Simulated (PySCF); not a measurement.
## Mayer bond orders and bond lengths

Compound: C₈H₈ClFO.
Numbering: `[CH:1]#[C:2][C@@:3]1([CH2:4][F:5])[CH:6]=[C:7]([Cl:8])[O:9][CH2:10][CH2:11]1` (hydrogens: H12 on C1; H13, H14 on C4; H15 on C6; H16, H17 on C10; H18, H19 on C11)

Cartesian coordinates in Å at the GFN2-xTB level; atoms count from 1:
```xyz
19
C8H8ClFO angstrom
C      1.8711    1.2144   -1.6860
C      1.2805    0.6241   -0.8290
C      0.5279   -0.0818    0.2022
C      1.5388   -0.7835    1.1230
F      0.8962   -1.4785    2.1135
C     -0.2927    0.9163    0.9873
C     -1.5991    1.0365    0.7854
Cl    -2.5698    2.1212    1.7047
O     -2.3431    0.3734   -0.1213
C     -1.5907   -0.3553   -1.0793
C     -0.4280   -1.1027   -0.4387
H      2.3922    1.7333   -2.4343
H      2.1376   -1.5070    0.5597
H      2.1921   -0.0530    1.6106
H      0.2046    1.5121    1.7317
H     -1.2083    0.3410   -1.8379
H     -2.3020   -1.0408   -1.5437
H     -0.8072   -1.7676    0.3396
H      0.0903   -1.6931   -1.1949
```

Bond orders from the PBE0/pcSseg-1 density (PySCF). Isolated species at its GFN2-xTB geometry (one conformer only).

Question: Where do the orders between heavy atoms depart from those drawn in the SMILES?

Answer: The largest departure is 0.480, at C1–C2 (drawn triple, 2.520). Drawn single, order below 0.88: C2–C3 (0.799) and O9–C10 (0.867). Drawn double or triple, more than 0.30 short of the drawn order: C1–C2 (2.520) and C6–C7 (1.681).

Question: Set the Mayer orders of the bonds between heavy atoms beside their lengths.

Answer: 
```json
{"bond": "C1–C2", "drawn as": "triple", "length (Å)": "1.197", "Mayer order": "2.520"}
{"bond": "C2–C3", "drawn as": "single", "length (Å)": "1.459", "Mayer order": "0.799"}
{"bond": "C3–C4", "drawn as": "single", "length (Å)": "1.537", "Mayer order": "1.029"}
{"bond": "C4–F5", "drawn as": "single", "length (Å)": "1.370", "Mayer order": "0.908"}
{"bond": "C3–C6", "drawn as": "single", "length (Å)": "1.512", "Mayer order": "0.985"}
{"bond": "C6–C7", "drawn as": "double", "length (Å)": "1.327", "Mayer order": "1.681"}
{"bond": "C7–Cl8", "drawn as": "single", "length (Å)": "1.722", "Mayer order": "1.056"}
{"bond": "C7–O9", "drawn as": "single", "length (Å)": "1.347", "Mayer order": "1.074"}
{"bond": "O9–C10", "drawn as": "single", "length (Å)": "1.419", "Mayer order": "0.867"}
{"bond": "C10–C11", "drawn as": "single", "length (Å)": "1.523", "Mayer order": "1.049"}
{"bond": "C11–C3", "drawn as": "single", "length (Å)": "1.538", "Mayer order": "1.016"}
```

Bonds between the same two heavy elements. C–C: lowest C2–C3 (0.799, 1.459 Å), highest C1–C2 (2.520, 1.197 Å); in 7 of the 21 pairs the longer bond (by over 0.003 Å) has the higher order (by 0.02 or more). C–O: lowest O9–C10 (0.867, 1.419 Å), highest C7–O9 (1.074, 1.347 Å).

Question: And the bonds to hydrogen?

Answer: C–H: 0.93 to 1.16 (8 bonds).

Question: Sum the orders of all bonds at each heavy atom with more than one neighbour and set the sums beside the valence in the SMILES.

Answer: C1 3.679 (drawn 4), C2 3.319 (drawn 4), C3 3.829 (drawn 4), C4 3.829 (drawn 4), C6 3.628 (drawn 4), C7 3.811 (drawn 4), O9 1.941 (drawn 2), C10 3.809 (drawn 4), C11 3.934 (drawn 4). Orders between atoms that aren't bonded are not in these sums.

Mayer orders depend on the basis set.
